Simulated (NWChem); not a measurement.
System: CH₃ClZn; SMILES [Cl][Zn][CH3]

Here is an NWChem input.

```
start job
memory heap 200 mb stack 900 mb global 1100 mb
geometry units angstroms noautoz
  Zn     0.001097     0.348203    -0.000028
  Cl     0.000296    -1.769563     0.000028
  C      0.001356     2.278604    -0.000009
  H     -0.639185     2.669219     0.805612
  H     -0.376306     2.669294    -0.957411
  H      1.019264     2.669306     0.151809
end
basis spherical
  * library def2-svp
end
dft
  xc kt2
  iterations 150
  mulliken
end
task dft energy
```

NWChem printed, in part:

```
             Northwest Computational Chemistry Package (NWChem) 7.3.0
             --------------------------------------------------------

 C3  symmetry detected

                             Geometry "geometry" -> ""
                             -------------------------

 Output coordinates in angstroms (scale by  1.889725989 to convert to a.u.)

  No.       Tag          Charge          X              Y              Z
 ---- ---------------- ---------- -------------- -------------- --------------
    1 Zn                  30.0000     0.00000000     0.00000000     0.31172158
    2 Cl                  17.0000     0.00000000    -0.00000000    -1.80604456
    3 C                    6.0000     0.00000000    -0.00000000     2.24212258
    4 H                    1.0000     0.91680709    -0.46766961     2.63279153
    5 H                    1.0000    -0.86341731    -0.56014343     2.63279153
    6 H                    1.0000    -0.05338978     1.02781304     2.63279153

 Effective nuclear repulsion energy (a.u.)     224.3364935066

      Symmetry information
      --------------------

 Group name             C3
 Group number              5
 Group order               3
 No. of unique centers     4

                                 NWChem DFT Module
                                 -----------------

 Summary of "ao basis" -> "ao basis" (spherical)
 ------------------------------------------------------------------------------
       Tag                 Description            Shells   Functions and Types
 ---------------- ------------------------------  ------  ---------------------
 Zn                         def2-svp                11       31   5s3p2d1f
 Cl                         def2-svp                 8       18   4s3p1d
 C                          def2-svp                 6       14   3s2p1d
 H                          def2-svp                 3        5   2s1p

      Symmetry analysis of basis
      --------------------------

        a          32
        e+         23
        e-         23

  Rotation of axis

            General Information
            -------------------
          SCF calculation type: DFT
          Wavefunction type:  closed shell.
          No. of atoms     :     6
          No. of electrons :    56
           Alpha electrons :    28
            Beta electrons :    28
          Charge           :     0
          Spin multiplicity:     1
          Use of symmetry is: on ; symmetry adaption is: on
          Maximum number of iterations: 150
          AO basis - number of functions:    78
                     number of shells:    34
          Convergence on energy requested:  1.00D-06
          Convergence on density requested:  1.00D-05
          Convergence on gradient requested:  5.00D-04

              XC Information
              --------------
                          KT2 Method XC Functional
                        Slater Exchange Functional  1.072 local
                           KT1 gradient correction  1.000 non-local
            Perdew 1991 LDA Correlation Functional  0.577 local

             Grid Information
             ----------------
          Grid used for XC integration:  medium
          Radial quadrature: Mura-Knowles
          Angular quadrature: Lebedev.
          Tag              B.-S. Rad. Rad. Pts. Rad. Cut. Ang. Pts.
          ---              ---------- --------- --------- ---------
          Zn                  1.35      112           8.0       590
          Cl                  1.00       88          11.0       590
          C                   0.70       49          10.0       434
          H                   0.35       45          11.0       434
          Grid pruning is: on
          Number of quadrature shells:   294
          Spatial weights used:  Erf1

      Superposition of Atomic Density Guess
      -------------------------------------

 Sum of atomic energies:       -2276.00764667

      Non-variational initial energy
      ------------------------------

 Total energy =   -2276.891486
 1-e energy   =   -3618.084241
 2-e energy   =    1116.856262
 HOMO         =      -0.360565
 LUMO         =      -0.014723

      Symmetry analysis of molecular orbitals - initial
      -------------------------------------------------

  Numbering of irreducible representations:

     1 a           2 e+          3 e-

  Orbital symmetries:

     1 a           2 a           3 a           4 a           5 e+
     6 e+          7 a           8 a           9 a          10 e+
    11 e+         12 a          13 a          14 e+         15 e+
    16 a          17 a          18 a          19 e+         20 e+
    21 e+         22 e+         23 a          24 e+         25 e+
    26 e+         27 e+         28 a          29 a          30 a
    31 e+         32 e+         33 e+         34 e+         35 a
    36 a          37 e+         38 e+

     ---------------------------------------------
      Total Density - Mulliken Population Analysis
     ---------------------------------------------

    Atom       Charge   Shell Charges
 -----------   ------   -------------------------------------------------------
    1 Zn  30    29.07   2.00  2.00  2.00  0.69  0.13  6.00  5.99  0.29  8.03  1.94  0.00
    2 Cl  17    17.63   2.00  1.99  1.23  0.72  5.94  2.21  3.52  0.01
    3 C    6     6.66   1.99  0.96  0.28  2.08  1.33  0.01
    4 H    1     0.88   0.66  0.20  0.03
    5 H    1     0.88   0.66  0.20  0.03
    6 H    1     0.88   0.66  0.20  0.03

   convergence    iter        energy       DeltaE   RMS-Dens  Diis-err
 ---------------- ----- ----------------- --------- --------- ---------
 d= 0,ls=0.0,diis     1  -2290.9200328964 -2.52D+03  1.96D-02  2.32D-01
 d= 0,ls=0.0,diis     2  -2290.8994564468  2.06D-02  9.81D-03  4.46D-01
 d= 0,ls=0.0,diis     3  -2290.9609467291 -6.15D-02  1.19D-03  2.45D-02
 d= 0,ls=0.0,diis     4  -2290.9622912342 -1.34D-03  7.72D-04  5.53D-03
 d= 0,ls=0.0,diis     5  -2290.9629575023 -6.66D-04  1.71D-04  1.40D-04
  Resetting Diis
 d= 0,ls=0.0,diis     6  -2290.9629730419 -1.55D-05  5.42D-05  2.73D-05
 d= 0,ls=0.0,diis     7  -2290.9629763702 -3.33D-06  3.50D-05  1.69D-06
 d= 0,ls=0.0,diis     8  -2290.9629759727  3.98D-07  2.16D-05  5.11D-06
 d= 0,ls=0.0,diis     9  -2290.9629765777 -6.05D-07  2.08D-06  5.16D-08

         Total DFT energy =    -2290.962976577696
      One electron energy =    -3620.052648335867
           Coulomb energy =     1222.724800801396
    Exchange-Corr. energy =     -117.971622549807
 Nuclear repulsion energy =      224.336493506582

 Numeric. integr. density =       55.999997529289

                  Occupations of the irreducible representations
                  ----------------------------------------------

                     irrep           alpha         beta
                     --------     --------     --------
                     a                14.0         14.0
                     e+               14.0         14.0
                     e-                0.0          0.0

                       DFT Final Molecular Orbital Analysis
                       ------------------------------------

 Vector   26  Occ=2.000000D+00  E=-2.660199D-01  Symmetry=a
              MO Center=  1.1D-14,  5.0D-15,  1.0D+00, r^2= 3.7D+00
   Bfn.  Coefficient  Atom+Function         Bfn.  Coefficient  Atom+Function
  ----- ------------  ---------------      ----- ------------  ---------------
    55      0.405911  3 C  pz                 4     -0.309540  1 Zn s
    44      0.288736  2 Cl pz                14     -0.250685  1 Zn pz
    58      0.242778  3 C  pz                41      0.232054  2 Cl pz
     3      0.167128  1 Zn s                 11      0.135261  1 Zn pz
    38      0.132775  2 Cl pz                64      0.094928  4 H  s

 Vector   27  Occ=2.000000D+00  E=-2.530040D-01  Symmetry=e+
              MO Center= -1.1D-03, -7.8D-04, -1.7D+00, r^2= 1.4D+00
   Bfn.  Coefficient  Atom+Function         Bfn.  Coefficient  Atom+Function
  ----- ------------  ---------------      ----- ------------  ---------------
    42      0.544291  2 Cl px                39      0.391515  2 Cl px
    43      0.335886  2 Cl py                40      0.241607  2 Cl py
    36      0.226430  2 Cl px                37      0.139732  2 Cl py
    18     -0.115320  1 Zn d  1              12      0.110677  1 Zn px
    16      0.071165  1 Zn d -1              13      0.068300  1 Zn py

 Vector   28  Occ=2.000000D+00  E=-2.530040D-01  Symmetry=e+
              MO Center=  1.1D-03,  7.8D-04, -1.7D+00, r^2= 1.4D+00
   Bfn.  Coefficient  Atom+Function         Bfn.  Coefficient  Atom+Function
  ----- ------------  ---------------      ----- ------------  ---------------
    43      0.544291  2 Cl py                40      0.391515  2 Cl py
    42     -0.335886  2 Cl px                39     -0.241607  2 Cl px
    37      0.226430  2 Cl py                36     -0.139732  2 Cl px
    16      0.115320  1 Zn d -1              13      0.110677  1 Zn py
    18      0.071165  1 Zn d  1              12     -0.068300  1 Zn px

 Vector   29  Occ=0.000000D+00  E=-4.202666D-02  Symmetry=a
              MO Center= -5.3D-15,  9.2D-15,  4.5D-01, r^2= 5.3D+00
   Bfn.  Coefficient  Atom+Function         Bfn.  Coefficient  Atom+Function
  ----- ------------  ---------------      ----- ------------  ---------------
     5      0.820292  1 Zn s                 52     -0.721060  3 C  s
     4      0.459457  1 Zn s                 44     -0.367229  2 Cl pz
    35     -0.285338  2 Cl s                 51     -0.252790  3 C  s
    58      0.250275  3 C  pz                55      0.234642  3 C  pz
    17      0.229473  1 Zn d  0               3     -0.205069  1 Zn s

 Vector   30  Occ=0.000000D+00  E= 1.379374D-02  Symmetry=e+
              MO Center=  5.8D-03, -9.8D-03,  3.3D-01, r^2= 2.7D+00
   Bfn.  Coefficient  Atom+Function         Bfn.  Coefficient  Atom+Function
  ----- ------------  ---------------      ----- ------------  ---------------
    12      0.993565  1 Zn px                 9     -0.261178  1 Zn px
    42     -0.203409  2 Cl px                13     -0.190331  1 Zn py
    64     -0.160947  4 H  s                 65     -0.150097  4 H  s
    39     -0.134510  2 Cl px                69      0.120921  5 H  s
    70      0.112769  5 H  s                 56      0.097282  3 C  px

 Vector   31  Occ=0.000000D+00  E= 1.379374D-02  Symmetry=e+
              MO Center= -5.8D-03,  9.8D-03,  3.3D-01, r^2= 2.7D+00
   Bfn.  Coefficient  Atom+Function         Bfn.  Coefficient  Atom+Function
  ----- ------------  ---------------      ----- ------------  ---------------
    13      0.993565  1 Zn py                10     -0.261178  1 Zn py
    43     -0.203409  2 Cl py                12      0.190331  1 Zn px
    74     -0.162737  6 H  s                 75     -0.151765  6 H  s
    40     -0.134510  2 Cl py                69      0.116032  5 H  s
    70      0.108210  5 H  s                 57      0.097282  3 C  py

     ---------------------------------------------
      Total Density - Mulliken Population Analysis
     ---------------------------------------------

    Atom       Charge   Shell Charges
 -----------   ------   -------------------------------------------------------
    1 Zn  30    29.54   2.00  2.00  2.00  1.00 -0.00  6.00  6.01  0.63  8.04  1.87  0.00
    2 Cl  17    17.33   2.00  1.99  1.27  0.69  5.94  2.12  3.31  0.01
    3 C    6     6.28   1.99  0.93  0.17  2.03  1.14  0.02
    4 H    1     0.95   0.73  0.20  0.03
    5 H    1     0.95   0.73  0.20  0.03
    6 H    1     0.95   0.73  0.20  0.03

     -------------------------------------------
      Total Density - Lowdin Population Analysis
     -------------------------------------------

    Atom       Charge   Shell Charges
 -----------   ------   -------------------------------------------------------
    1 Zn  30    29.49   2.00  2.00  1.96  0.69  0.22  6.00  5.92  0.76  7.82  2.13  0.00
    2 Cl  17    17.26   2.00  1.96  1.07  0.84  5.83  2.25  3.29  0.01
    3 C    6     6.35   1.97  0.61  0.35  1.83  1.54  0.04
    4 H    1     0.97   0.63  0.27  0.07
    5 H    1     0.97   0.63  0.27  0.07
    6 H    1     0.97   0.63  0.27  0.07

     Multipole analysis of the density
     ---------------------------------

     L   x y z        total         alpha         beta         nuclear
     -   - - -        -----         -----         ----         -------
     0   0 0 0     -0.000000    -28.000000    -28.000000     56.000000

     1   1 0 0     -0.000000     -0.000000     -0.000000      0.000000
     1   0 1 0      0.000000      0.000000      0.000000      0.000000
     1   0 0 1      0.946793      0.473397      0.473397      0.000000

     2   2 0 0    -23.855925    -14.764950    -14.764950      5.673975
     2   1 1 0      0.000000      0.000000      0.000000      0.000000
     2   1 0 1      0.000000      0.000000      0.000000      0.000000
     2   0 2 0    -23.855925    -14.764950    -14.764950      5.673975
     2   0 1 1      0.000000      0.000000      0.000000      0.000000
     2   0 0 2    -28.561535   -209.480703   -209.480703    390.399872
```

Level: KT2/def2-SVP. Structure relaxed at the PBE0/def2-SVP level.
